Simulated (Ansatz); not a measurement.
Frontier orbitals of H3NOZn (`[NH2][Zn][OH]`).

Total charge 0; spin multiplicity 1. For Zn the d shell is correlated and the shells below it are frozen. Scalar relativity is left out up to krypton. All single points use the PBE0-D4/def2-TZVP geometry. It is one conformer, not always the lowest. Basis def2-TZVPP, Ansatz 0.2.0.

(1) Compute the vertical ionisation energy as the energy of the cation minus that of the neutral molecule, at each level. (Estimate.)

## Answers

(1) Computed: 
```tsv
level	IE (eV)	difference from CCSD(T)/def2-TZVPP
PBE-D4/def2-TZVPP	9.36	-0.17
r2SCAN-D4/def2-TZVPP	9.36	-0.17
PBE0-D4/def2-TZVPP	9.49	-0.03
B3LYP-D4/def2-TZVPP	9.59	0.07
ωB97X-V/def2-TZVPP	9.62	0.09
ωB97M-V/def2-TZVPP	9.63	0.10
B2PLYP/def2-TZVPP	9.57	0.04
HF/def2-TZVPP	8.01	-1.52
MP2/def2-TZVPP	9.72	0.20
CCSD/def2-TZVPP	9.43	-0.09
CCSD(T)/def2-TZVPP	9.53	0.00
HF/def2-QZVPP	8.01	-1.51
MP2/def2-QZVPP	9.86	0.33
```

B3LYP here is the variant with VWN-RPA as its local correlation; programs differ in this.
